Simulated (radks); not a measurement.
The sulfur ion S+ inside a hard spherical wall (all orbitals vanish at R), configuration held at [Ne] 3s2 3p3 and not refilled when levels cross. Calculated with a radial shooting solver on a logarithmic mesh with Libxc functionals: scalar-relativistic Kohn-Sham, PBE, spin-unpolarised, spherical densities, point nucleus. Eigenvalues in eV, with the zero of energy where the potential of the charges vanishes at infinity; a dash marks a level that is unbound or too diffuse for the functional's potential to be trusted. A positive occupied level is held by the wall or, in an anion where self-interaction has pushed it up, behind a barrier. The pressure on the wall is -dE/dV.

R (bohr)  E (hartree)  kinetic (hartree)    e(2s)    e(2p)    e(3s)    e(3p)  e(4s, empty)  e(3d, empty)  pressure (GPa)
free       -398.61342            400.156  -223.45  -168.27  -27.630  -16.796             -             -               0
20         -398.61342            400.156  -223.45  -168.27  -27.630  -16.796             -             -        < 0.0001
15         -398.61342            400.156  -223.45  -168.27  -27.630  -16.796             -        -3.994        < 0.0001
10         -398.61342            400.156  -223.45  -168.27  -27.630  -16.796        -5.243        -3.959        < 0.0001
3.5        -398.35014            401.646  -218.06  -162.81  -23.858  -12.242        23.141         4.577            96.3
2.5        -396.75068            407.693  -203.57  -148.06  -10.057    3.905        87.315        23.476            1410
2          -393.31167            417.935  -186.40  -130.41   14.792   30.965        180.20        49.366            6760
1.5        -381.63908            447.335  -152.96  -95.308   92.907   109.11        417.72        111.20           44500
